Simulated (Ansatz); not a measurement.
Cost and result up the ladder for cyclo-(F2SiSe)3 (Si3Se3F6) (12 atoms). Charge 0, multiplicity 1. Geometry: PBE-D4/def2-SVP.

```csv
atom,x (Å),y (Å),z (Å)
Si1,1.538,-1.189,-0.197
F2,2.987,-1.906,-0.329
F3,0.382,-2.320,-0.320
Se4,1.422,0.253,-1.959
Si5,-0.722,0.921,-1.566
F6,-1.093,1.907,-2.799
F7,-1.723,-0.355,-1.598
Se8,-1.079,2.157,0.316
Si9,-0.639,0.472,1.786
F10,-0.943,1.096,3.252
F11,-1.645,-0.774,1.530
Se12,1.517,-0.262,1.885
```

Ansatz; hardware A = 2 threads of AMD EPYC 7R13 on a shared host and a share (18 GiB) of an NVIDIA H100 80GB HBM3; B = 2 threads of AMD EPYC 7R13 on a shared host. Times are rough, and most runs start from the orbitals of an earlier one. r2SCAN0-D4/def2-TZVP serves as the yardstick here, not as an exact answer. Differences are given only for rows in sets of like size (and for xTB, whose basis is part of the method), since another set adds its own error. Binding counts from free atoms at the same level (Si triplet, F doublet, Se triplet; other spins of the atoms weren't run), without zero-point energy or a counterpoise term.

The 6-31G sets use Cartesian d functions. B3LYP takes the VWN-RPA correlation. Correlated methods freeze 48 core orbitals; core or outer-core shells of Se are correlated, in sets that lack core-valence functions. The rows differ in basis, and correlated rows in double-zeta sets carry the largest basis error. Single mean-field runs in def2-TZVP are fitted with def2-universal-jkfit.

Correlated methods converge slowly with the basis, most of all in double-zeta sets.

```csv
level,functions,wall time
PBE0-D4/def2-TZVP [A],441,2.2 s
PBE-D4/def2-TZVP [A],441,2.9 s
B3LYP-D4/def2-TZVP [A],441,4.9 s
r2SCAN0-D4/def2-TZVP (with forces) [A],441,6 s
BHLYP-D4/def2-TZVP [A],441,6 s
HF/6-31G [B],180,6 s
r2SCAN-D4/def2-TZVP (with forces) [A],441,6 s
PBE-D4/def2-SVP [B],234,6.5 s
RPA@PBE/def2-TZVP [A],441,7.5 s
MP2/def2-TZVP [A],441,8 s
B3LYP-D4/6-31G [B],180,9.5 s
CCSD(T)/def2-SVP [A],234,12 s
PBE0-D4/def2-SVP [B],234,14 s
```

Task: Estimate what each level gives for the binding energy per atom (eV).

Result: 
```csv
level,binding energy per atom (eV),difference from r2SCAN0-D4/def2-TZVP (eV)
PBE0-D4/def2-TZVP [A],4.38,0.07
PBE-D4/def2-TZVP [A],4.53,0.22
B3LYP-D4/def2-TZVP [A],4.36,0.04
r2SCAN0-D4/def2-TZVP (with forces) [A],4.31,0.00
BHLYP-D4/def2-TZVP [A],4.18,-0.14
HF/6-31G [B],1.97,–
r2SCAN-D4/def2-TZVP (with forces) [A],4.46,0.15
PBE-D4/def2-SVP [B],4.48,–
RPA@PBE/def2-TZVP [A],3.93,-0.38
MP2/def2-TZVP [A],4.52,0.20
B3LYP-D4/6-31G [B],3.45,–
CCSD(T)/def2-SVP [A],3.94,–
PBE0-D4/def2-SVP [B],4.29,–
```
